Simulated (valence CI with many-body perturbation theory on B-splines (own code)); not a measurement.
E1 line list for Tc³⁺

Calculated by valence CI with perturbative core correlation (CI+MBPT): four valence electrons over a frozen Dirac-Fock core [Kr], radial functions for each j: 7 s, 7 p, 8 d, 6 f, 4 g, 1 h, with the one-electron correlation potential Σ1, the two-electron term Σ2, the three-electron term Σ3, Breit, model QED; selected CI, second order for the rest, scaled by the run's own slope (own B-spline code, finite nucleus).

No measured levels were compared; by estimate terms of the open shell hold to 2 to 4 % of their energy, and close levels can change places; different configurations can be misplaced against each other by 1,000 to 8,000 cm⁻¹. Among the levels kept, up to 420 cm⁻¹ of a level comes from second order outside the variational space, and about a tenth of that is noise between levels of different J, which matters for small intervals.

Lines 1 to 50 of 558 in falling wavelength, among levels below 204079 cm⁻¹, chosen from the strongest by gf and those to the six lowest levels. Wavelengths and rates use the calculated energies, so an error of 2000 cm⁻¹ moves a line at 290.3 nm by 5.8 % and its rate by three times that or more. Electric multipoles are in the length gauge, E1 and E2 with the static RPA response of the core. Weak lines are less certain than strong ones. Lines between different terms over intervals too small for the method are left out, as are lines whose strength nearly cancels. Where a level lies close to another of its J and parity, the split of strength between their lines is uncertain.

Names give the largest LS component (configuration and term), which can be under half, so a name can repeat, a term be missing and a line seem to break the LS rules; names also repeat where a configuration has a term twice. Letters in brackets count levels of one name in rising energy.

| λ vac (nm) | Upper | Lower | A (s⁻¹) | log gf | Branch % |
| --- | --- | --- | --- | --- | --- |
| 290.3 | 4d3 5p 1D°_2 [b] | 4d3 5s 1D_2 [b] | 4.04e+07 | -0.59 | 2.1 |
| 258.5 | 4d3 5p 1G°_4 [c] | 4d3 5s 1F_3 | 5.24e+07 | -0.33 | 2.7 |
| 245.4 | 4d3 5p 3P°_2 [a] | 4d3 5s 3P_2 [b] | 5.37e+07 | -0.62 | 3.8 |
| 233.8 | 4d3 5p 3D°_2 [a] | 4d3 5s 3F_3 [a] | 9.26e+07 | -0.42 | 5.0 |
| 233.5 | 4d3 5p 5D°_3 [a] | 4d3 5s 3F_4 [a] | 4.60e+07 | -0.58 | 2.0 |
| 232.2 | 4d3 5p 3D°_1 [a] | 4d3 5s 3F_2 [a] | 1.52e+08 | -0.43 | 9.3 |
| 223.6 | 4d3 5p 1H°_5 [a] | 4d3 5s 1H_5 | 8.42e+07 | -0.16 | 6.1 |
| 222.1 | 4d3 5p 3G°_4 [a] | 4d3 5s 3G_4 | 3.89e+07 | -0.59 | 2.1 |
| 217.7 | 4d3 5p 3H°_5 [a] | 4d3 5s 3H_5 | 7.69e+07 | -0.22 | 5.8 |
| 217.4 | 4d3 5p 5F°_5 | 4d3 5s 3F_4 [a] | 6.94e+07 | -0.27 | 4.5 |
| 217.2 | 4d3 5p 3D°_3 [a] | 4d3 5s 3F_4 [a] | 1.57e+08 | -0.11 | 7.4 |
| 216.8 | 4d3 5p 3G°_5 [a] | 4d3 5s 3G_5 | 5.62e+07 | -0.36 | 3.2 |
| 216.7 | 4d3 5p 3H°_4 [a] | 4d3 5s 3H_4 | 5.41e+07 | -0.46 | 4.9 |
| 215.8 | 4d3 5p 3D°_2 [b] | 4d3 5s 3F_3 [a] | 1.01e+08 | -0.45 | 5.2 |
| 212.5 | 4d3 5p 5F°_4 | 4d3 5s 3F_3 [a] | 5.02e+07 | -0.51 | 2.4 |
| 212.0 | 4d3 5p 5F°_1 | 4d3 5s 3F_2 [a] | 1.23e+08 | -0.60 | 7.1 |
| 210.0 | 4d3 5p 3G°_4 [c] | 4d3 5s 3F_3 [b] | 5.13e+07 | -0.52 | 1.6 |
| 208.3 | 4d3 5p 3H°_6 [a] | 4d3 5s 3H_6 | 2.25e+08 | 0.28 | 21.0 |
| 205.4 | 4d3 5p 3I°_5 | 4d3 5s 1H_5 | 5.62e+07 | -0.41 | 4.9 |
| 204.9 | 4d3 5p 3F°_2 [f] | 4d3 5s 1D_2 [b] | 9.02e+07 | -0.55 | 4.1 |
| 203.9 | 4d3 5p 3G°_3 [b] | 4d3 5s 3H_4 | 6.70e+07 | -0.53 | 2.4 |
| 203.7 | 4d3 5p 3H°_4 [a] | 4d3 5s 3G_4 | 7.42e+07 | -0.38 | 6.8 |
| 202.4 | 4d3 5p 3H°_4 [a] | 4d3 5s 3G_3 | 2.45e+08 | 0.13 | 22.3 |
| 201.9 | 4d3 5p 1F°_3 [a] | 4d3 5s 1G_4 | 1.50e+08 | -0.19 | 7.6 |
| 201.8 | 4d3 5p 3G°_5 [a] | 4d3 5s 3F_4 [a] | 2.26e+08 | 0.18 | 12.8 |
| 201.8 | 4d3 5p 3G°_4 [a] | 4d3 5s 3F_3 [a] | 2.61e+08 | 0.16 | 14.3 |
| 201.6 | 4d3 5p 3P°_2 [b] | 4d3 5s 3D_3 [a] | 1.85e+08 | -0.25 | 8.1 |
| 201.6 | 4d3 5p 3G°_3 [a] | 4d3 5s 3F_2 [a] | 2.83e+08 | 0.08 | 15.7 |
| 200.8 | 4d3 5p 3H°_5 [a] | 4d3 5s 3G_5 | 1.08e+08 | -0.15 | 8.1 |
| 200.7 | 4d3 5p 3G°_4 [b] | 4d3 5s 3H_5 | 4.54e+07 | -0.61 | 1.4 |
| 200.1 | 4d3 5p 1G°_4 [c] | 4d3 5s 1H_5 | 2.56e+08 | 0.14 | 13.2 |
| 199.9 | 4d3 5p 1G°_4 [a] | 4d3 5s 3H_4 | 1.46e+08 | -0.11 | 5.5 |
| 199.9 | 4d3 5p 3P°_1 [b] | 4d3 5s 3P_2 [a] | 3.53e+08 | -0.20 | 15.8 |
| 199.5 | 4d3 5p 3F°_2 [b] | 4d3 5s 3P_1 [a] | 9.63e+07 | -0.54 | 5.1 |
| 198.9 | 4d3 5p 3H°_5 [a] | 4d3 5s 3G_4 | 2.14e+08 | 0.15 | 16.1 |
| 198.8 | 4d3 5p 3F°_3 [a] | 4d3 5s 3F_4 [a] | 7.90e+07 | -0.48 | 4.7 |
| 198.0 | 4d3 5p 3F°_2 [a] | 4d3 5s 3F_3 [a] | 9.96e+07 | -0.53 | 6.5 |
| 197.1 | 4d3 5p 1D°_2 [b] | 4d3 5s 1F_3 | 2.35e+08 | -0.16 | 12.1 |
| 197.0 | 4d3 5p 5G°_2 | 4d3 5s 5F_2 | 1.21e+08 | -0.45 | 23.9 |
| 196.7 | 4d3 5p 1D°_2 [c] | 4d3 5s 1D_2 [b] | 2.26e+08 | -0.18 | 8.7 |
| 196.3 | 4d3 5p 1H°_5 [a] | 4d3 5s 3H_4 | 2.11e+08 | 0.13 | 15.3 |
| 195.8 | 4d3 5p 3D°_3 [b] | 4d3 5s 3P_2 [b] | 6.36e+07 | -0.59 | 1.9 |
| 195.6 | 4d3 5p 1D°_2 [a] | 4d3 5s 3F_2 [b] | 1.60e+08 | -0.34 | 5.0 |
| 195.5 | 4d3 5p 5G°_3 | 4d3 5s 5F_3 | 1.44e+08 | -0.24 | 27.3 |
| 195.2 | 4d3 5p 3G°_4 [b] | 4d3 5s 3H_4 | 8.84e+07 | -0.34 | 2.7 |
| 195.0 | 4d3 5p 3I°_5 | 4d3 5s 1G_4 | 2.66e+08 | 0.22 | 23.2 |
| 194.7 | 4d3 5p 5G°_2 | 4d3 5s 5F_1 | 3.53e+08 | 0.00 | 69.8 |
| 194.7 | 4d3 5p 1G°_4 [b] | 4d3 5s 1G_4 | 2.94e+08 | 0.18 | 11.3 |
| 194.3 | 4d3 5p 3F°_4 [a] | 4d3 5s 3F_4 [a] | 3.75e+08 | 0.28 | 20.5 |
| 193.9 | 4d3 5p 1H°_5 [b] | 4d3 5s 1H_5 | 2.17e+08 | 0.13 | 4.7 |

Problem. How does gf follow from A for the line at 216.8 nm?

Solution. gf = 1.4992 × (2J+1)_upper × A / σ², with σ = 46123 cm⁻¹ and 2J+1 = 11: gf = 0.436.
